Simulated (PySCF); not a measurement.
Spinor energies of Sb¹⁸⁺ (antimony, charge +18)

Start: [Ar] 3d10 4s2 4p3; 4p1/2 filled at m_j = -1/2, +1/2; 4p3/2 filled at m_j = +3/2. Calculated with PySCF 2.14 in an uncontracted even-tempered set (18 s from 1 bohr⁻², ratio 2.8; 14 p from 1.4 bohr⁻², ratio 2.8; 9 d from 2.4 bohr⁻², ratio 2.8; 4 f from 7.8 bohr⁻², ratio 3): generalised Hartree-Fock with the X2C-1e Hamiltonian and a Gaussian nucleus; spin-orbit coupling (SO) screened by Boettger's factors.

```tsv
spinor shell	electrons	ε, screened SO (eV)	weight of nominal j (screened SO)	rms radius, screened SO (bohr)
1s1/2	2	-31129.0	1.000	0.0325
2s1/2	2	-5239.5	1.000	0.133
2p1/2	2	-4923.2	1.000	0.115
2p3/2	4	-4667.3	1.000	0.120
3s1/2	2	-1432.2	1.000	0.349
3p1/2	2	-1302.7	0.999	0.341
3p3/2	4	-1251.5	1.000	0.352
3d3/2	4	-1025.6	0.995	0.324
3d5/2	6	-1014.9	0.997	0.327
4s1/2	2	-568.32	1.000	0.758
4p1/2	2	-520.10	0.944	0.787
4p3/2	1	-509.97	1.000	0.806
```

| quantity | screened SO |
| --- | --- |
| E (hartree) | -6348.80248 |
| M_J | 3/2 |
| ⟨J²⟩ | 3.760 |
| ⟨L²⟩ | 1.391 |
| ⟨S²⟩ | 2.277 |

Each row is a mean over spinors that exchange with the open shell spreads, by up to 14.260 eV (4s1/2).

Breit and QED terms are absent; they matter most for the inner s and p1/2 levels.

Densities and radii are taken from the X2C orbitals without a picture-change correction, which distorts them close to the nucleus.
